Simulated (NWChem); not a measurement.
System: WHSO$_{2}$Cl; SMILES [W]([SH])(=[O])(=[O])[Cl]

Input file for NWChem:

```
start job
memory heap 200 mb stack 900 mb global 1100 mb
geometry units angstroms noautoz
  W      0.212497    -0.013702     0.001330
  O      1.217676    -0.046905    -1.365458
  O      1.187977     0.053528     1.386043
  Cl    -1.166603     1.798969    -0.093574
  S     -0.904088    -2.061182     0.130994
  H     -1.059783    -2.177631    -1.210112
end
basis spherical
  * library def2-svp
end
ecp
  W library def2-ecp
end
dft
  xc becke88 lyp
  iterations 150
  mulliken
end
task dft energy
```

All runs use the structure optimised with PBE0/def2-SVP. def2 effective core potentials on W; no spin-orbit coupling.

**Question.** Predict the main results of this run. (BLYP/def2-SVP with def2 effective core potentials on W.) Quantities: energy (Ha); highest occupied level (eV); orbital gap (eV); dipole (D).

**Answer.** The energy (Ha) is -1076.33, the highest occupied level (eV) comes out as -7.24 and the orbital gap (eV) is 3.89. The dipole (D) is 2.51.
